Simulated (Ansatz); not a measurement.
A CCSD(T) single point on `[NH2][Mo]([NH2])(=[O])=[O]`.

```yaml
crystal:
  periodic: [false, false, false]
  atoms:
    - {symbol: N, position_ang: [-0.487828, 1.468444, 0.590692]}
    - {symbol: Mo, position_ang: [0.593369, 0.094014, -0.230351]}
    - {symbol: N, position_ang: [-0.336241, -1.599014, -0.270775]}
    - {symbol: O, position_ang: [0.894066, 0.555182, -1.820664]}
    - {symbol: O, position_ang: [1.978575, -0.100028, 0.705461]}
    - {symbol: H, position_ang: [-1.081087, 2.099764, 0.074828]}
    - {symbol: H, position_ang: [-0.438662, 1.713214, 1.567579]}
    - {symbol: H, position_ang: [-0.880845, -1.922300, -1.055332]}
    - {symbol: H, position_ang: [-0.241338, -2.309277, 0.438562]}
basis:
  gaussian: {orbitals: def2-TZVPP}
correlation: {method: ccsd_t}
output: {orbitals: {seedname: orbitals}}
```

```sh
$ ansatz run in.yaml --threads 4 --pin off --events-out ev --progress --plain --max-ram 10444MiB
```

Log, shortened:

```
Functional definition: HF
1502 factors; integrals over basis functions are off by at most 9.9e-4 eV
mean field evaluation 1: about -8930.2673 eV, gradient 8.6e1 eV
mean field evaluation 2: about -8930.5390 eV, gradient 8.6e1 eV
mean field evaluation 4: about -8942.9799 eV, gradient 1.4e1 eV
mean field evaluation 8: about -8943.3951 eV, gradient 1.6e0 eV
mean field evaluation 16: about -8943.4010 eV, gradient 7.0e-6 eV
mean field -8943.40103565 eV, -328.6639260051 hartree, gradient 7.0e-6 eV, S^2 0.000000; 1 other end points of the search recorded, 0 dependent functions left out
4 core orbitals not correlated: weight in the atoms' cores, before any rotation towards them, 1.000 or more for the frozen orbitals, at most 0.000 for the correlated occupied ones
reference -8943.40103565 eV, -328.6639260051 hartree; 20, 20 occupied and 212, 212 virtual orbitals, 1502 factors
second order -41.75330246 eV of doubles, -0.00000000 eV of singles
cycle   1  -36.76887993 eV  change     5.0e0 eV  update   3.5e-1
cycle   2  -39.14859188 eV  change    -2.4e0 eV  update   2.7e-1
cycle   3  -39.57697189 eV  change   -4.3e-1 eV  update   4.8e-2
cycle   4  -39.60145441 eV  change   -2.4e-2 eV  update   2.4e-2
cycle   5  -39.57406361 eV  change    2.7e-2 eV  update   6.0e-3
cycle   6  -39.57625253 eV  change   -2.2e-3 eV  update   2.7e-3
cycle   7  -39.57582189 eV  change    4.3e-4 eV  update   1.0e-3
cycle   8  -39.57463486 eV  change    1.2e-3 eV  update   5.1e-4
cycle   9  -39.57499897 eV  change   -3.6e-4 eV  update   2.0e-4
cycle  10  -39.57529666 eV  change   -3.0e-4 eV  update   8.7e-5
cycle  11  -39.57521642 eV  change    8.0e-5 eV  update   4.5e-5
cycle  12  -39.57515029 eV  change    6.6e-5 eV  update   2.3e-5
cycle  13  -39.57521208 eV  change   -6.2e-5 eV  update   9.7e-6
cycle  14  -39.57519577 eV  change    1.6e-5 eV  update   4.3e-6
perturbative correction -2.43450699 eV, -0.0894664817 hartree
Total energy: -8985.41073841 eV, -330.2077541064 hartree
```

It took 2.4 min on 4 threads of an Intel Xeon Platinum 8488C on a shared host, with 5.3 GiB of host memory at the peak.

MP2 recovers 99.4 % of the CCSD(T) correlation energy and the triples give 5.8 %; T1 = 0.0244.
